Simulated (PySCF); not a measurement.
PbI, SMILES [I][Pb+] (connectivity only; charge and spin as stated), charge +1, multiplicity 1. Atoms are numbered in the order given.

```xyz
2

Pb     0.0000     0.0000    -1.0515
I      0.0000     0.0000     1.6269
```
Charge +1, spin multiplicity 1.

The structure is a stationary point at r2SCAN-D4/def2-TZVP. The spin state was assumed, not searched. The def2 effective core potentials stand for the cores of I, Pb; spin–orbit coupling is left out.

Calculation: PBE0/def2-TZVPD run with PySCF.

Mulliken values depend strongly on the basis, most of all with diffuse functions as here. ESP charges are fitted to the potential on shells at 1.4 to 2.0 van der Waals radii. Atomic charges (e):

```
atom  ESP fit  Mulliken
----  -------  --------
Pb1       [?]      0.93
I2        [?]      0.07
```

Question: Some entries are withheld; supply them. (The exact figures need the calculation; the answer reports its results.)

Answer: 
- Pb1, ESP fit: 0.90
- I2, ESP fit: 0.10
